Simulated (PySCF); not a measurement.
C2H5BF2O, SMILES COB(F)CF.

Coordinates come from a PBE0-D3(BJ)/def2-SVP optimisation. The structure was generated by enumeration, and PubChem lists no compound with its InChIKey, so it may never have been made. The values are those of a single conformer.

Method: PBE0-D3(BJ)/def2-SVP in PySCF.

Frequencies are harmonic and unscaled.

```csv
mode,ν (cm⁻¹),IR (km/mol),moving atoms (share of kinetic energy)
1,53,3.7,"F 40 %, H 32 %, C 24 %"
2,68,0.1,H 91 %
3,144,6.6,"O 40 %, H 27 %, C 24 %"
4,162,1.9,"F 58 %, C 16 %, H 11 %, B 10 %"
5,258,7.8,"F 60 %, C 22 %, H 12 %"
6,395,2.8,"F 38 %, C 32 %, O 18 %, H 9 %"
7,468,14.0,"B 44 %, H 35 %, O 10 %"
8,575,22.7,"O 32 %, C 29 %, F 19 %, H 11 %, B 9 %"
9,779,2.2,"F 37 %, C 29 %, O 19 %, H 13 %"
10,887,21.7,"H 36 %, B 36 %, C 24 %"
11,1069,27.2,"C 42 %, O 22 %, B 20 %, F 8 %"
12,1137,85.1,"C 44 %, F 32 %, H 15 %"
13,1187,0.4,"H 77 %, C 19 %"
14,1191,23.4,"H 71 %, C 19 %"
15,1250,3.0,H 91 %
16,1291,141.0,"H 46 %, B 24 %, O 13 %, C 9 %"
17,1404,213.9,"B 41 %, H 26 %, C 21 %, F 10 %"
18,1436,151.6,"H 70 %, C 15 %, B 11 %"
19,1451,16.9,"H 76 %, C 14 %, B 8 %"
20,1477,5.9,H 97 %
21,1478,1.6,H 95 %
22,1541,272.7,"B 41 %, H 32 %, O 23 %"
23,3041,19.0,H 95 %
24,3058,42.6,H 97 %
25,3089,17.7,"H 91 %, C 9 %"
26,3158,16.8,"H 90 %, C 10 %"
27,3166,11.3,"H 90 %, C 10 %"
```
